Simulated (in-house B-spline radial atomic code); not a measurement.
The numbers below are computed, except where a source is named.
Weak and strong correlation along the adiabatic connection

Two-electron singlets in several external potentials (atomic units), by full CI in B-splines with partial waves to l = 8 (correlation energies up to 0.6 % small). The repulsion is scaled by λ at fixed density; W(λ) is the mean repulsion less the Hartree energy, W(0) = E_x, and the area under W from 0 to 1 is E_xc.

One system gave this curve:

```json
{"λ": "0", "W (hartree)": "-0.24585"}
{"λ": "0.02", "W (hartree)": "-0.24789"}
{"λ": "0.05", "W (hartree)": "-0.2508"}
{"λ": "0.12", "W (hartree)": "-0.25696"}
{"λ": "0.25", "W (hartree)": "-0.26649"}
{"λ": "0.4", "W (hartree)": "-0.27509"}
{"λ": "0.6", "W (hartree)": "-0.28379"}
{"λ": "0.8", "W (hartree)": "-0.29033"}
{"λ": "1", "W (hartree)": "-0.29543"}
{"λ": "1.4", "W (hartree)": "-0.30285"}
{"λ": "2", "W (hartree)": "-0.31012"}
{"λ": "3", "W (hartree)": "-0.31741"}
{"λ": "4.5", "W (hartree)": "-0.32367"}
{"λ": "7", "W (hartree)": "-0.32943"}
{"λ": "10", "W (hartree)": "-0.33336"}
```

Task: Which system is it?
A. −Z/r, Z = 2.23, wall at 4.58 bohr
B. −V exp(−r²/w²), V = 5.73, w = 2.9
C. ω²r²/2, ω = 0.131
D. −Z exp(−kr)/r, Z = 7.33, k = 2.03

Result: C. The exchange energy sets the size: ω²r²/2, ω = 0.131: E_x = -0.246, E_c = -0.031; −Z exp(−kr)/r, Z = 7.33, k = 2.03: E_x = -4.09, E_c = -0.0457; −Z/r, Z = 2.23, wall at 4.58 bohr: E_x = -1.17, E_c = -0.0424; −V exp(−r²/w²), V = 5.73, w = 2.9: E_x = -0.75, E_c = -0.0407 hartree.
